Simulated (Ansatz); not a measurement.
Gas-phase electronic energies from Ansatz, PBE0-D4/def2-TZVP geometries. CCSD(T)/CBS adds triple-zeta CCSD(T) − MP2 to the extrapolated MP2 energy (def2 sets, frozen cores). This one scheme is used for every species. Functionals use def2-TZVPP. B3LYP here is the variant with VWN-RPA as its local correlation; programs differ in this. HSE06 is defined as in plane-wave codes. Elements past krypton have def2 core potentials. For Br, Sn outer-core shells are correlated without core-valence functions, which leaves a few kJ/mol of doubt a bond. Scalar relativity is left out up to krypton. One conformer a species, not always the lowest.

`[OH][SnH]([F])[Br]` + H₂O → `[OH][SnH]([OH])[Br]` + H–F  (formal hydrolysis of the Sn–F bond)

```
             level  ΔE (kJ/mol)  difference from CCSD(T)/CBS
       LDA (SPW92)         28.3                         -0.7
         revPBE-D4         31.8                          2.8
           BLYP-D4         35.2                          6.2
            B97M-V         39.1                         10.1
           PBE0-D4         31.2                          2.2
          B3LYP-D4         34.3                          5.3
        r2SCANh-D4         33.9                          4.9
        r2SCAN0-D4         32.8                          3.8
          HSE06-D4         31.0                          2.0
          BHLYP-D4         34.5                          5.5
      CAM-B3LYP-D4         35.7                          6.7
           ωB97X-V         34.8                          5.8
            B2PLYP         32.7                          3.7
          PBE-QIDH         28.5                         -0.5
               PBE         34.3                          5.3
            revPBE         35.8                          6.8
              BLYP         38.9                          9.9
            r2SCAN         35.2                          6.2
             B3LYP         37.2                          8.2
           r2SCANh         34.4                          5.4
           r2SCAN0         33.4                          4.4
             HSE06         32.5                          3.5
             BHLYP         37.0                          8.0
         CAM-B3LYP         37.4                          8.4
           LC-ωPBE         36.2                          7.2
RPA@PBE/def2-TZVPP         27.1                         -1.9
       HF/def2-SVP         42.5                         13.5
      MP2/def2-SVP         33.7                          4.7
     CCSD/def2-SVP         36.7                          7.7
  CCSD(T)/def2-SVP         35.5                          6.5
     HF/def2-TZVPP         38.6                          9.6
SCS-MP2/def2-TZVPP         26.8                         -2.2
   CCSD/def2-TZVPP         28.0                         -1.0
CCSD(T)/def2-TZVPP         26.5                         -2.5
     HF/def2-QZVPP         41.2                         12.2
    MP2/def2-QZVPP         25.6                         -3.4
SCS-MP2/def2-QZVPP         29.1                          0.1
      HF/CBS(def2)         41.6                         12.6
     MP2/CBS(def2)         25.8                         -3.2
    CCSD/CBS(def2)         30.5                          1.5
       CCSD(T)/CBS         29.0                            0
```

Largest T1 diagnostic among the species: 0.012.

In def2-TZVPP, CCSD(T) changes the Hartree–Fock value by −12.1 kJ/mol (the triples alone add −1.6 kJ/mol) and MP2 by −15.3 kJ/mol. At CCSD(T), def2-SVP lies +6.5 kJ/mol from the extrapolated value and def2-TZVPP −2.5 kJ/mol. Leaving LDA and LC-ωPBE aside and taking each functional with its dispersion term where it has one, the values spread over 10.6 kJ/mol, from PBE-QIDH to B97M-V. LDA lies −6.0 kJ/mol from PBE without D4.

CCSD(T)/CBS has its own doubt, a few kJ/mol and more with outer-core shells, so smaller differences from it don't rank the levels.
